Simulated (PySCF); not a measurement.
# Electronic structure of Ti (titanium, neutral) at the M06-L level

Configuration: [Ar] 3d2 4s2, high-spin 3F determinant. Calculation: PySCF 2.14, in aug-cc-pVDZ-DK (7s6p4d2f, 59 functions); scalar relativity by spin-free X2C-1e.

```
Total energy                        : -853.649 hartree
One-electron energy                 : -1168.470 hartree
Hartree (Coulomb) energy            : 357.086 hartree
Exchange-correlation energy         : -42.265 hartree
⟨S²⟩                                : 2.0016
⟨L²⟩                                : 12.005
Sum of ⟨r⟩                          : 21.21 bohr
Sum of ⟨r²⟩                         : 46.30 bohr²
Langevin diamagnetic susceptibility : -36.7 ×10⁻⁶ cm³/mol
Time after the integrals            : 2.5 s of wall time on 1 thread of Neoverse-V1 (shared host)
```

```tsv
shell	electrons	mean orbital energy (eV)	spread (eV)	rms radius, mean of both spins (bohr)
1s α	1	-4884.0	0	0.0805
1s β	1	-4883.9	0	0.0805
2s α	1	-546.12	0	0.351
2s β	1	-545.35	0	0.351
2p α	3	-449.84	0	0.321
2p β	3	-449.26	0	0.321
3s α	1	-65.666	0	1.08
3s β	1	-63.909	0	1.08
3p α	3	-40.582	0.000	1.19
3p β	3	-38.717	0	1.19
3d α	2	-5.267	0.001	1.80
4s α	1	-4.567	0	3.75
4s β	1	-4.195	0	3.75
```

Densities and radii are taken from the X2C orbitals without a picture-change correction, which distorts them close to the nucleus.
